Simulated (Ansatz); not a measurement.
The cluster Fe3S4: single points at one geometry.

```yaml
crystal:
  periodic: [false, false, false]
  atoms:
    - {symbol: Fe, position_ang: [-0.554350, -0.869529, -0.100992]}
    - {symbol: Fe, position_ang: [1.202271, 0.526640, 0.795347]}
    - {symbol: Fe, position_ang: [-0.545450, 1.276561, -0.438482]}
    - {symbol: S, position_ang: [-0.852782, 0.549364, 1.521496]}
    - {symbol: S, position_ang: [-2.151163, -1.892931, -0.640933]}
    - {symbol: S, position_ang: [1.427633, 1.731111, -0.934538]}
    - {symbol: S, position_ang: [1.473842, -1.321217, -0.201879]}
basis:
  gaussian: {orbitals: def2-TZVP, initial_orbitals: start.molden}
hamiltonian: {xc: pbe, dispersion: d4}
scf: {omitted_lower_state_checks: [starts]}
output: {forces: true, orbitals: {seedname: orbitals}}
```

The file start.molden holds the orbitals of an earlier run on this structure, at another level or in another basis.

```sh
$ ansatz run in.yaml --threads 4 --pin off --events-out ev --progress --plain --max-ram 4787MiB
```

It prints (some lines left out):

```
Functional definition: PBE
2352 factors; their error is unknown
mean field evaluation 1: about -146473.3974 eV, gradient 2.0e1 eV
mean field evaluation 2: about -146474.5332 eV, gradient 3.9e0 eV
mean field evaluation 4: about -146474.8110 eV, gradient 2.7e-1 eV
mean field evaluation 8: about -146474.7642 eV, gradient 1.7e-4 eV
mean field -146474.76421965 eV, -5382.8483009110 hartree, gradient 2.1e-5 eV, S^2 0.000000; 0 other end points of the search recorded, 0 dependent functions left out
reference -146474.76426332 eV, -5382.8483025159 hartree; 71, 71 occupied and 212, 212 virtual orbitals, 2352 factors
Total energy: -146475.37076212 eV, -5382.8705909357 hartree
Atom 0 at    -0.554350    -0.869529    -0.100992 Å, force    -0.234809    -0.587138     0.129841 eV/Å
Atom 1 at     1.202271     0.526640     0.795347 Å, force     0.476604     0.153991     0.500324 eV/Å
Atom 2 at    -0.545450     1.276561    -0.438482 Å, force    -0.205462     0.754805    -0.226021 eV/Å
Atom 3 at    -0.852782     0.549364     1.521496 Å, force     0.293141    -0.111107    -0.361800 eV/Å
Atom 4 at    -2.151163    -1.892931    -0.640933 Å, force    -0.217340    -0.216075    -0.072278 eV/Å
Atom 5 at     1.427633     1.731111    -0.934538 Å, force    -0.078868    -0.132921     0.051091 eV/Å
Atom 6 at     1.473842    -1.321217    -0.201879 Å, force    -0.033265     0.138444    -0.021158 eV/Å
Dipole moment:     0.130015     0.521745     0.230181 e Å
Checks for a lower state left out: starts
```

It took 10 s on 4 threads of Arm Neoverse V2 on a shared host, peak host memory 0.72 GiB.

First input, but with `hamiltonian: {xc: r2scan, dispersion: d4}`, `output: {orbitals: {seedname: orbitals}}` (abridged; 23 s):

```
Functional definition: r2SCAN
mean field -146505.30313869 eV, -5383.9705854856 hartree, gradient 1.9e-5 eV, S^2 0.000000
Total energy: -146505.42722725 eV, -5383.9751456562 hartree
Checks for a lower state left out: starts
```

First input, but with `hamiltonian: {xc: {name: wB97M-V}}`, `output: {orbitals: {seedname: orbitals}}` (abridged; 3.2 min):

```
Functional definition: wB97M-V
the host lacks memory for fits, so the integrals are decomposed
mean field -146495.74639000 eV, -5383.6193814490 hartree, gradient 2.4e-5 eV, S^2 0.000000
Total energy: -146495.74644414 eV, -5383.6193834387 hartree
Checks for a lower state left out: starts
```

The first input with `hamiltonian: {xc: hf}`, `output: {orbitals: {seedname: orbitals}}` (abridged; 3.7 min):

```
Functional definition: HF
mean field evaluation 16: about -146313.0270 eV, gradient 5.4e-4 eV
mean field -146313.02696675 eV, -5376.9045664964 hartree, gradient 7.1e-6 eV, S^2 0.000000
Total energy: -146313.02696675 eV, -5376.9045664964 hartree
Checks for a lower state left out: starts
```

As the first input, with `hamiltonian: {xc: pbe0, dispersion: d4}`, `output: {orbitals: {seedname: orbitals}}` (abridged; 2 min):

```
Functional definition: PBE0
mean field -146471.21270665 eV, -5382.7177852155 hartree, gradient 3.6e-5 eV, S^2 0.000000
Total energy: -146471.73523426 eV, -5382.7369877511 hartree
Checks for a lower state left out: starts
```

First input, but with `gaussian: {orbitals: STO-3G}`, `hamiltonian: {xc: hf}`, `output: {orbitals: {seedname: orbitals}}` (abridged; 13 s):

```
Functional definition: HF
mean field evaluation 16: about -144733.7169 eV, gradient 2.5e-4 eV
a density is far from that of the atoms, so the factors are made again for it
mean field -144733.72392012 eV, -5318.8662500228 hartree, gradient 2.0e-5 eV, S^2 0.000000
Total energy: -144733.72392012 eV, -5318.8662500228 hartree
Checks for a lower state left out: starts
```

The first input with `hamiltonian: {xc: {name: wB97X-V}}`, `output: {orbitals: {seedname: orbitals}}` (abridged; 2.3 min):

```
Functional definition: wB97X-V
the host lacks memory for fits, so the integrals are decomposed
mean field -146484.68249375 eV, -5383.2127907613 hartree, gradient 2.2e-5 eV, S^2 0.000000
Total energy: -146484.68249154 eV, -5383.2127906801 hartree
Checks for a lower state left out: starts
```

Geometry: r2SCAN-D4/def2-SVP.

Another isomer (singlet) lies 0.83 eV lower at PBE0-D4/def2-TZVP; other spin states weren't run for this one.
